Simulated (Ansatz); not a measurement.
HfH3Cl3O, singlet: at the end structure of a reaction step.

The input file, in.yaml:

```yaml
crystal:
  periodic: [false, false, false]
  atoms:
    - {symbol: Hf, position_ang: [-0.358350, 0.449244, -0.605007]}
    - {symbol: O, position_ang: [0.362057, -0.909170, 1.143569]}
    - {symbol: Cl, position_ang: [1.065371, -1.062423, -1.761705]}
    - {symbol: Cl, position_ang: [-2.557778, -0.186330, -0.142590]}
    - {symbol: Cl, position_ang: [-0.542508, 2.201135, -2.128139]}
    - {symbol: H, position_ang: [0.729921, -0.428750, 1.892049]}
    - {symbol: H, position_ang: [0.327513, 1.546783, 0.710518]}
    - {symbol: H, position_ang: [0.973873, -1.610389, 0.891405]}
basis:
  gaussian: {orbitals: def2-TZVPP}
hamiltonian: {xc: pbe}
correlation: {method: rpa}
```

Run by:

```bash
ansatz run in.yaml --threads 8 --pin off --events-out ev --progress --plain --max-ram 19148MiB
```

What Ansatz 0.2.0 printed:

```
Functional definition: PBE
  name "PBE"
  cite "Perdew, Burke & Ernzerhof, Phys. Rev. Lett. 77, 3865 (1996) doi:10.1103/PhysRevLett.77.3865"
  parent pbe
  parameter kappa = 0.804
  parameter beta = 0.06672455060314922
  exchange = pbe_x(kappa = kappa, mu = beta*pi^2/3)
  correlation = pbe_c(beta = beta)
1550 factors; integrals over basis functions are off by at most 9.8e-4 eV
mean field evaluation 1: about -40956.7928 eV, gradient 6.0e1 eV
mean field evaluation 2: about -40956.7780 eV, gradient 6.0e1 eV
mean field evaluation 4: about -40962.1844 eV, gradient 1.7e1 eV
mean field evaluation 8: about -40962.8073 eV, gradient 9.9e-1 eV
mean field evaluation 16: about -40962.8089 eV, gradient 8.1e-4 eV
mean field -40962.80888185 eV, -1505.3554608190 hartree, gradient 8.9e-6 eV, S^2 0.000000; 0 other end points of the search recorded, 0 dependent functions left out
16 core orbitals not correlated: weight in the atoms' cores, before any rotation towards them, 1.000 or more for the frozen orbitals, at most 0.000 for the correlated occupied ones
reference -40894.96586935 eV, -1502.8622760952 hartree; 21, 21 occupied and 218, 218 virtual orbitals, 1550 factors
Total energy: -40944.41634201 eV, -1504.6795474467 hartree
```

The lines “mean field evaluation” count trial sets of orbitals through the whole run, from several starts and some on an approximate energy, so they need not fall steadily or lie above the final value.

The run took 3.6 s on 8 CPU threads of an Arm Neoverse V2 (shared host), with 0.67 GiB of host memory at its peak.
